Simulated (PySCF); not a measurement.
C3H3, SMILES [CH][C][CH2+] (connectivity only; charge and spin as stated), charge +1, multiplicity 1.

The structure is a stationary point at B3LYP-D3(BJ)/def2-TZVP.

Level of theory: PBE/def2-TZVPD run with PySCF.

Symmetry labels are those of the subgroup C2v that the program uses (full group C2v).

Computed valence orbital energies around the gap with their symmetry:
| orbital | symmetry | energy (eV) |
|---|---|---|
| HOMO−7 | A1 | -277.01 |
| HOMO−6 | A1 | -27.44 |
| HOMO−5 | A1 | -25.08 |
| HOMO−4 | A1 | -20.50 |
| HOMO−3 | A1 | -19.26 |
| HOMO−2 | B2 | -18.55 |
| HOMO−1 | B1 | -15.85 |
| HOMO | B2 | -14.19 |
| LUMO | B1 | -12.13 |
| LUMO+1 | B2 | -7.34 |
| LUMO+2 | B1 | -5.95 |
| LUMO+3 | A1 | -4.94 |
